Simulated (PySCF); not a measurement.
AlI₂, SMILES [I][Al][I], multiplicity 2.

The structure is a stationary point at B3LYP-D3(BJ)/def2-SVP. The spin state was assumed, not searched. The isomer is the one that the SMILES or the coordinates give; other isomers of the formula were not compared. The def2 effective core potentials stand for the cores of I; spin–orbit coupling is left out.

Two levels are set side by side: PBE/def2-TZVPD (PySCF) and CAM-B3LYP/def2-TZVPD (PySCF). Same geometry, gas phase. Differences are taken from unrounded values.

```csv
quantity,CAM-B3LYP
α-spin orbital gap (eV),6.21
β-spin orbital gap (eV),6.17
dipole moment (D),1.29
mean polarisability (bohr³),109.6
```

**Question.** What does PBE give, and how far is it from CAM-B3LYP? (Estimate from the structure and the level; the computed values follow.)

**Answer.** 
| quantity | PBE | PBE minus CAM-B3LYP |
|---|---|---|
| α-spin orbital gap (eV) | 2.43 | -3.78 |
| β-spin orbital gap (eV) | 2.41 | -3.76 |
| dipole moment (D) | 0.98 | -0.31 |
| mean polarisability (bohr³) | 115.6 | 6.1 |

Loosely held outer electrons make PBE densities more polarisable. Differences between two approximate levels are no errors against the true value.

Rough cost on one machine, each run with all the roots and properties that it gave: CAM-B3LYP against PBE within a factor of 2.
